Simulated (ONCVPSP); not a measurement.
## An all-electron radial function and its pseudo partner (Co (Z = 27))

Columns: radius, all-electron u(r) and pseudo u(r) of the 3p shell (level -65.69 eV) of cobalt in the configuration [Ne] 3s2 3p6 3d7 4s2; PW91, scalar-relativistic, ONCV scheme, ONCVPSP 4.0.1.

```json
{"r (bohr)": "0.065", "all-electron": "-0.3906", "pseudo": "0.0268"}
{"r (bohr)": "0.130", "all-electron": "-0.6245", "pseudo": "0.1050"}
{"r (bohr)": "0.195", "all-electron": "-0.4845", "pseudo": "0.2290"}
{"r (bohr)": "0.260", "all-electron": "-0.1427", "pseudo": "0.3881"}
{"r (bohr)": "0.325", "all-electron": "0.2443", "pseudo": "0.5674"}
{"r (bohr)": "0.390", "all-electron": "0.5888", "pseudo": "0.7487"}
{"r (bohr)": "0.455", "all-electron": "0.8556", "pseudo": "0.9142"}
{"r (bohr)": "0.520", "all-electron": "1.0386", "pseudo": "1.0489"}
{"r (bohr)": "0.585", "all-electron": "1.1451", "pseudo": "1.1416"}
{"r (bohr)": "0.650", "all-electron": "1.1898", "pseudo": "1.1870"}
{"r (bohr)": "0.715", "all-electron": "1.1876", "pseudo": "1.1872"}
{"r (bohr)": "0.780", "all-electron": "1.1521", "pseudo": "1.1519"}
{"r (bohr)": "0.845", "all-electron": "1.0946", "pseudo": "1.0944"}
{"r (bohr)": "0.910", "all-electron": "1.0235", "pseudo": "1.0234"}
{"r (bohr)": "0.975", "all-electron": "0.9455", "pseudo": "0.9454"}
{"r (bohr)": "1.040", "all-electron": "0.8651", "pseudo": "0.8650"}
{"r (bohr)": "1.105", "all-electron": "0.7855", "pseudo": "0.7854"}
{"r (bohr)": "1.170", "all-electron": "0.7088", "pseudo": "0.7087"}
{"r (bohr)": "1.235", "all-electron": "0.6364", "pseudo": "0.6363"}
{"r (bohr)": "1.300", "all-electron": "0.5690", "pseudo": "0.5689"}
{"r (bohr)": "1.365", "all-electron": "0.5069", "pseudo": "0.5068"}
{"r (bohr)": "1.430", "all-electron": "0.4503", "pseudo": "0.4502"}
{"r (bohr)": "1.495", "all-electron": "0.3990", "pseudo": "0.3989"}
{"r (bohr)": "1.560", "all-electron": "0.3528", "pseudo": "0.3527"}
{"r (bohr)": "1.625", "all-electron": "0.3113", "pseudo": "0.3113"}
{"r (bohr)": "1.690", "all-electron": "0.2743", "pseudo": "0.2743"}
```

Problem. How many radial nodes do the two functions have?

Solution. The all-electron 3p function has n − l − 1 = 1; the pseudo-wave has 0, since the states of the same l below it are removed with the core.

Problem. At about which radius was the pseudo-wave matched?

Solution. 0.75 bohr, where the columns begin to agree (steps of 0.07 bohr).

Problem. Is the pseudo-wave norm-conserving?

Solution. Yes: the ONCV scheme keeps the norm inside the radius equal to the all-electron one, which fixes the energy derivative of the logarithmic derivative at the level.
